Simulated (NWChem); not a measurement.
The numbers come from NWChem runs, not from measurements. System: PbS, charge 0, spin multiplicity 1, at a geometry optimised with PBE/def2-SVP with def2 effective core potentials on Pb. The structure started from a generated list of species. Level: CCSD(T)/def2-SVP with def2 effective core potentials on Pb, 9 core orbitals frozen.

The NWChem input:

```
start mol
memory heap 100 mb stack 700 mb global 1900 mb
geometry units angstroms nocenter noautoz
  Pb     0.000000     0.000000     0.382158
  S      0.000000     0.000000    -1.958560
  symmetry group C2v
end
basis spherical
  * library def2-svp
end
ecp
  Pb library def2-ecp
end
scf
  rhf
  nopen 0
  maxiter 100
  thresh 1e-7
  semidirect memsize 60000000 filesize 0
end
ccsd
  freeze core 9
  maxiter 60
end
task ccsd(t) energy
```

Output (cleaned and shortened):

```
             Northwest Computational Chemistry Package (NWChem) 7.3.0
             --------------------------------------------------------

                                NWChem Input Module
                                -------------------

 Scaling coordinates for geometry "geometry" by  1.889725989
 (inverse scale =  0.529177249)

 Turning off AUTOSYM since
 SYMMETRY directive was detected!

                             Geometry "geometry" -> ""
                             -------------------------

 Output coordinates in angstroms (scale by  1.889725989 to convert to a.u.)

  No.       Tag          Charge          X              Y              Z
 ---- ---------------- ---------- -------------- -------------- --------------
    1 Pb                  82.0000     0.00000000     0.00000000     0.38215800
    2 S                   16.0000     0.00000000     0.00000000    -1.95856000

 Effective nuclear repulsion energy (a.u.)     296.6100789107

            Nuclear Dipole moment (a.u.)
            ----------------------------
        X                 Y               Z
 ---------------- ---------------- ----------------
     0.0000000000     0.0000000000    -0.0000075589

      Symmetry information
      --------------------

 Group name             C2v
 Group number             16
 Group order               4
 No. of unique centers     2

      Symmetry unique atoms

     1    2


 Summary of "ao basis" -> "" (spherical)
 ------------------------------------------------------------------------------
       Tag                 Description            Shells   Functions and Types
 ---------------- ------------------------------  ------  ---------------------
 *                          def2-svp                  on all atoms

 Summary of "ao basis" -> "ao basis" (spherical)
 ------------------------------------------------------------------------------
       Tag                 Description            Shells   Functions and Types
 ---------------- ------------------------------  ------  ---------------------
 Pb                         def2-svp                10       26   4s4p2d
[...]
task       137 out of       171 done  80%  at       0.6 secs
task       146 out of       171 done  85%  at       0.6 secs
task       154 out of       171 done  90%  at       0.6 secs
task       163 out of       171 done  95%  at       0.6 secs
task       171 out of       171 done 100%  at       0.6 secs
 commencing triples evaluation - blocking       1
 ccsd(t): done        1 out of       25 progress:    4.0%
 ccsd(t): done        2 out of       25 progress:    8.0%
 ccsd(t): done        3 out of       25 progress:   12.0%
 ccsd(t): done        4 out of       25 progress:   16.0%
 ccsd(t): done        5 out of       25 progress:   20.0%
 ccsd(t): done        6 out of       25 progress:   24.0%
 ccsd(t): done        7 out of       25 progress:   28.0%
 ccsd(t): done        8 out of       25 progress:   32.0%
 ccsd(t): done        9 out of       25 progress:   36.0%
 ccsd(t): done       10 out of       25 progress:   40.0%
 ccsd(t): done       11 out of       25 progress:   44.0%
 ccsd(t): done       12 out of       25 progress:   48.0%
 ccsd(t): done       13 out of       25 progress:   52.0%
 ccsd(t): done       14 out of       25 progress:   56.0%
 ccsd(t): done       15 out of       25 progress:   60.0%
 ccsd(t): done       16 out of       25 progress:   64.0%
 ccsd(t): done       17 out of       25 progress:   68.0%
 ccsd(t): done       18 out of       25 progress:   72.0%
 ccsd(t): done       19 out of       25 progress:   76.0%
 ccsd(t): done       20 out of       25 progress:   80.0%
 ccsd(t): done       21 out of       25 progress:   84.0%
 ccsd(t): done       22 out of       25 progress:   88.0%
 ccsd(t): done       23 out of       25 progress:   92.0%
 ccsd(t): done       24 out of       25 progress:   96.0%
 ccsd(t): done       25 out of       25 progress:  100.0%
 Time for integral evaluation pass     1        0.63
 Time for triples evaluation pass      1        0.26

 pseudo-e(mp4)  -0.17624277787527E-01
 pseudo-e(mp5)   0.28092215694791E-02
        e(t)    -0.14815056218048E-01

 --------------
 CCSD(T) Energy
 --------------
 Reference energy:                    -589.268290801445232

 CCSD corr. energy:                     -0.233941540406054
 T(CCSD) corr. energy:                  -0.017624277787527
 Total CCSD+T(CCSD) energy:           -589.519856619638858

 CCSD corr. energy:                     -0.233941540406054
 (T) corr. energy:                      -0.014815056218048
 Total CCSD(T) energy:                -589.517047398069280

 routine      calls  cpu(0)   cpu-min  cpu-ave  cpu-max   i/o
 aoccsd          1     0.00     0.00     0.00     0.00    0.00
 iterdrv         1     0.01     0.01     0.01     0.01    0.00
 pampt          12     0.02     0.02     0.02     0.02    0.00
 t2pm           12     0.03     0.03     0.03     0.03    0.00
 sxy            12     0.04     0.04     0.04     0.04    0.00
 ints       348612     4.19     4.19     4.19     4.19    0.00
 t2eri        2052     0.52     0.52     0.52     0.52    0.00
 idx2         2052     0.14     0.14     0.14     0.14    0.00
 idx34          12     0.02     0.02     0.02     0.02    0.00
 ht2pm          12     0.05     0.05     0.05     0.05    0.00
 itm            12     0.16     0.16     0.16     0.16    0.00
 pdiis          12     0.01     0.01     0.01     0.01    0.00
 triples         1     0.00     0.00     0.00     0.00    0.00
 rdtrpo          1     0.00     0.00     0.00     0.00    0.00
 trpmos          1     0.63     0.63     0.63     0.63    0.00
 trpdrv          1     0.04     0.04     0.04     0.04    0.00
 dovvv       27500     0.08     0.08     0.08     0.08    0.00
 doooo       27500     0.04     0.04     0.04     0.04    0.00
 tengy       25000     0.08     0.08     0.08     0.08    0.00
 Total                 6.08     6.08     6.08     6.08    0.00

 Task  times  cpu:        6.8s     wall:        6.8s

 Total times  cpu:        6.9s     wall:        6.9s
```
